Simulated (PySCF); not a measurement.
Isomers of C8H10NP, from PBE0-D3(BJ)/def2-SVP geometry optimisation, gas phase (PySCF 2.14.0). One conformer each, no zero-point energy, no frequencies.

Task: Which isomer lies lower at this level?
A. `[CH2:1]=[C:2]([CH3:3])[PH:4][c:5]1[cH:6][cH:7][n:8][cH:9][cH:10]1` with C1–C2–P4–C5 123°, C2–P4–C5–C6 132°: A = 2395, B = 698.7, C = 645.7 MHz, dipole 2.40 D
B. `[NH2:1][P:2]1[CH2:3][c:4]2[cH:5][cH:6][cH:7][cH:8][c:9]2[CH2:10]1` with H–N1–P2–C3 100° and -34°, N1–P2–C3–C4 70°, P2–C3–C4–C5 -158°, C8–C9–C10–P2 158°, N1–P2–C10–C9 -75°: A = 2505, B = 855.7, C = 748.9 MHz, dipole 1.36 D

Result: B. That is `c1cc2c(cc1)CP(C2)N`, 38.3 kcal/mol below the other.

```json
{"SMILES": "NP1Cc2ccccc2C1", "mapped SMILES": "[NH2:1][P:2]1[CH2:3][c:4]2[cH:5][cH:6][cH:7][cH:8][c:9]2[CH2:10]1", "E (Eh)": "-706.09034", "relative (kcal/mol)": "0.0", "relative (kJ/mol)": "0.0", "dipole (D)": "1.36"}
{"SMILES": "C=C(C)Pc1ccncc1", "mapped SMILES": "[CH2:1]=[C:2]([CH3:3])[PH:4][c:5]1[cH:6][cH:7][n:8][cH:9][cH:10]1", "E (Eh)": "-706.02938", "relative (kcal/mol)": "38.3", "relative (kJ/mol)": "160.0", "dipole (D)": "2.40"}
```

As drawn, the lower has an N–H bond, which the higher lacks; the higher has a C=C bond outside aromatic rings, which the lower lacks.
